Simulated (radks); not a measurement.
Problem. Species: the erbium ion Er26+. Configuration: [Kr] 4d6. All-electron calculation, Dirac Kohn-Sham, exchange-only LDA, spin-unpolarised, spherical densities, finite nucleus; open shells fill j = l - 1/2 first; Fermi nuclear charge, rms radius 5.2516 fm. Program: a radial shooting solver on a logarithmic mesh with Libxc functionals.

Spin-orbit splittings of the eigenvalues, e(l+1/2) - e(l-1/2), with zeta = 2 splitting/(2l+1) and mean radii in bohr:

| shell | occ. | splitting (eV) | zeta (eV) | <r> j=l-1/2 | <r> j=l+1/2 |
|---|---|---|---|---|---|
| 2p | 6 | 915.4 | 610.3 | 0.07150 | 0.07878 |
| 3p | 6 | 194.4 | 129.6 | 0.2137 | 0.2271 |
| 3d | 10 | 42.57 | 17.03 | 0.1999 | 0.2040 |
| 4p | 6 | 53.81 | 35.87 | 0.4759 | 0.4984 |
| 4d | 6 | ? | ? | 0.4966 | 0.5032 |
| 5p | 0 | 20.41 | 13.60 | 0.8745 | 0.9050 |

Estimate the 4d splitting.

Solution. 11.13 eV (zeta = 4.452 eV).
